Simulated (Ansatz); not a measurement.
Cost and result for the atomization energy of C$_{10}$H$_{20}$ (`CCCCCC1CCCC1`) (30 atoms, 30 bonds).

```xyz
30

C    -3.060    0.588   -2.864
C    -1.794    0.445   -2.038
C    -1.495   -1.000   -1.667
C    -0.188   -1.199   -0.912
C    -0.165   -0.565    0.470
C     1.107   -0.849    1.263
C     2.338   -0.133    0.702
C     2.219    1.307    1.217
C     1.390    1.216    2.516
C     1.037   -0.271    2.678
H    -2.987    0.023   -3.798
H    -3.259    1.631   -3.121
H    -3.930    0.209   -2.319
H    -1.883    1.051   -1.131
H    -0.942    0.854   -2.594
H    -2.325   -1.398   -1.069
H    -1.471   -1.599   -2.586
H     0.635   -0.804   -1.519
H     0.005   -2.274   -0.807
H    -1.023   -0.940    1.042
H    -0.309    0.517    0.387
H     1.261   -1.934    1.290
H     2.417   -0.188   -0.386
H     3.239   -0.602    1.109
H     3.200    1.758    1.382
H     1.711    1.936    0.482
H     1.937    1.594    3.382
H     0.483    1.820    2.436
H     1.785   -0.765    3.306
H     0.065   -0.427    3.151
```

The species carries charge 0 and has multiplicity 1. The structure was optimised at the PBE0-D4/def2-TZVP level. It is one conformer, not always the lowest. Program: Ansatz. All runs use 5 threads of an AMD EPYC 7R13 on a shared host and a share of an NVIDIA H100 80 GB. Times are those of one run each, without the atoms' runs, and a repeat can differ threefold. Electronic energies, without spin–orbit coupling; frozen cores. CCSD(T)/CBS adds CCSD(T) − MP2 in def2-TZVPP to the MP2 limit, and its time is that of the two runs behind it. T1 = 0.009. B3LYP takes the VWN-RPA correlation (the form of Gaussian; ORCA's B3LYP/G).

CCSD(T)/CBS is a level of theory with its own doubt, some kJ/mol a heavy atom from the limit and from the frozen cores, so smaller differences don't rank the functionals.

```
                             level  functions  wall time
   PBE-D4/def2-TZVPP (with forces)        590      6.5 s
 B3LYP-D4/def2-TZVPP (with forces)        590      7.5 s
r2SCAN-D4/def2-TZVPP (with forces)        590      7.5 s
                 B2PLYP/def2-TZVPP        590      7.5 s
  ωB97M-V/def2-TZVPP (with forces)        590      7.5 s
                ωB97X-V/def2-TZVPP        590      8.5 s
                PBE0-D4/def2-TZVPP        590        9 s
                    MP2/def2-QZVPP       1170      100 s
                CCSD(T)/def2-TZVPP        590     11 min
                 CCSD(T)/CBS(def2)          –     13 min
```

(1) What atomization energy does each give, and how far from CCSD(T)/CBS? (An estimate is asked.)

Answers

(1) The calculation gave: 
| level | atomization (kcal/mol) | difference from CCSD(T)/CBS | per bond |
| --- | --- | --- | --- |
| PBE-D4/def2-TZVPP (with forces) | 2992.0 | 56.6 | 1.9 |
| B3LYP-D4/def2-TZVPP (with forces) | 2936.1 | 0.7 | 0.0 |
| r2SCAN-D4/def2-TZVPP (with forces) | 2943.1 | 7.7 | 0.3 |
| B2PLYP/def2-TZVPP | 2906.8 | -28.6 | -1.0 |
| ωB97M-V/def2-TZVPP (with forces) | 2944.8 | 9.4 | 0.3 |
| ωB97X-V/def2-TZVPP | 2942.1 | 6.7 | 0.2 |
| PBE0-D4/def2-TZVPP | 2964.1 | 28.7 | 1.0 |
| MP2/def2-QZVPP | 2941.6 | 6.2 | 0.2 |
| CCSD(T)/def2-TZVPP | 2876.8 | -58.6 | -2.0 |
| CCSD(T)/CBS(def2) | 2935.4 | 0.0 | 0.0 |

From PBE to PBE0 (25 % exact exchange), in def2-TZVPP and without D4, the atomization energy moves by −25.4 kcal/mol: exact exchange takes away binding that semilocal exchange gives to molecules. The D4 term adds +26.5 kcal/mol with B3LYP and +14.4 kcal/mol with PBE0; it sums over pairs of atoms, weighted by their polarisabilities, and B3LYP, whose exchange is more repulsive, gets the larger term. In def2-TZVPP, CCSD(T) changes the Hartree–Fock value by +648.3 kcal/mol (the triples alone add +34.8 kcal/mol) and MP2 by +678.8 kcal/mol; breaking electron pairs costs correlation energy, which Hartree–Fock lacks.
